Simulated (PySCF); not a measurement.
Diatomic anions of Si with the fifth-period p block

PBE0 with double-zeta basis sets in PySCF, for the lowest determinant that a PBE0 search found; no spin–orbit coupling. De refers to high-spin ground-configuration atoms (the charge goes to the atom of lower measured ionisation energy or higher electron affinity, which is not always the lowest computed limit). A positive dipole points towards Si; it is taken about the centre of mass and depends on that origin.

```json
{"M": "Sn", "basis": "def2-SVPD", "charged atom": "Si−", "state (unpaired electrons)": "doublet (π ↑)", "Re (Å)": "2.423", "ωe (cm⁻¹)": "396", "De (eV)": "n/a", "μ (D)": "-3.69"}
{"M": "Sb", "basis": "def2-SVPD", "charged atom": "Si−", "state (unpaired electrons)": "singlet (closed shell)", "Re (Å)": "2.302", "ωe (cm⁻¹)": "477", "De (eV)": "n/a", "μ (D)": "-3.00"}
{"M": "Te", "basis": "def2-SVPD", "charged atom": "Te−", "state (unpaired electrons)": "doublet (π ↑)", "Re (Å)": "2.408", "ωe (cm⁻¹)": "395", "De (eV)": "3.56", "μ (D)": "-2.77"}
{"M": "I", "basis": "def2-SVPD", "charged atom": "I−", "state (unpaired electrons)": "triplet (π ↑↑)", "Re (Å)": "2.676", "ωe (cm⁻¹)": "239", "De (eV)": "1.56", "μ (D)": "-4.44"}
```

The shortest bond is that of SiSb⁻ (2.302 Å), the longest that of SiI⁻ (2.676 Å).

The state changes along the series, so neighbouring rows are not always alike in their bonding.

These are scalar-relativistic numbers at best; spin–orbit coupling would shift them, the dissociation energy most. For an ion De counts to the pair picked by the measured ionisation energies or electron affinities, which need not be the lowest pair at this level. The highest Kohn–Sham level is positive in some of these anions. Much of that is self-interaction error, but it also means that the finite basis helps to hold the extra electron. States were picked by a PBE0 search and need not be the measured ground states.
